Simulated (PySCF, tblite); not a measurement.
Task: What does the GFN2-xTB structure of `FC(F)(F)c1cn[nH]n1` look like in three dimensions?

Result: 
```xyz
11
C3H2F3N3 angstrom
F     -1.969   -1.181   -0.988
C     -1.606   -0.313   -0.032
F     -2.268    0.828   -0.278
F     -2.084   -0.792    1.125
C     -0.136   -0.085    0.006
C      0.581    1.111   -0.173
N      1.864    0.825   -0.052
N      1.898   -0.463    0.185
N      0.738   -1.059    0.231
H      0.222    2.098   -0.373
H      2.764   -0.965    0.323
```

Any rigid rotation of these coordinates is as good. Atoms count from 1 in this order. The 5-membered ring C5–C6–N7–N8–N9 has internal angles of 104.1° to 115.6°; it is planar, 0.00 Å rms from its mean plane, widest ring torsion 0°. N8 (pyrrole-type nitrogen) is planar (angles 122.4°, 122.0° and 115.6°, sum 360.0°, 0.00 Å off the plane of its three neighbours). Of the pairs four or more bonds apart, F3···H10 is among the closest relative to their van der Waals radii: 2.80 Å, 105 % of the sum of Bondi's values. All 3 C–F bonds measure 1.340 to 1.342 Å.

Bonds between heavy atoms (Å): F1–C2 1.340, C2–F3 1.342, C2–F4 1.341, C2–C5 1.488, C5–C6 1.406, C6–N7 1.320, N7–N8 1.310, N8–N9 1.305, C5–N9 1.328.

Computed geometry: GFN2-xTB, gas phase.

Point group: Cs (tolerance 0.08 Å). Its GFN2-xTB frequencies are all real (lowest 17 cm⁻¹). 2 starts were optimised and ended at 0.00 and 0.22 kcal/mol (GFN2-xTB); the lowest of these is shown.
